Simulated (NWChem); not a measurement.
**Ionisation of CHCl2**

SMILES: [CH](Cl)Cl
```xyz
4

Cl     0.1691    -0.0239     1.4703
C     -0.6687     0.1485     0.0000
Cl     0.1691    -0.0239    -1.4703
H     -1.7364    -0.0785     0.0000
```
Charge 0, spin multiplicity 2.

Program: NWChem. Structure: optimised with UPBE0/def2-SVP, a minimum by its harmonic frequencies.

Basis set: def2-TZVP. −ε marks an orbital energy of the parent.

B3LYP has NWChem's definition, with VWN1-RPA local correlation. The structure started from a generated list of species. The unpaired electrons of the parent sit in orbitals of symmetry a' (Cs labels of the run); other states weren't searched. No SCF solution was tested for a lower state.

Problem. Order these methods by the first vertical ionisation energy they give, lowest first: −ε(alpha HOMO) of BHandHLYP, −ε(alpha HOMO) of PBE, −ε(alpha HOMO) of BLYP, −ε(alpha HOMO) of B3LYP.

Solution. −ε(alpha HOMO) of BLYP (4.71 eV), −ε(alpha HOMO) of PBE (4.88 eV), −ε(alpha HOMO) of B3LYP (6.03 eV), −ε(alpha HOMO) of BHandHLYP (7.63 eV)
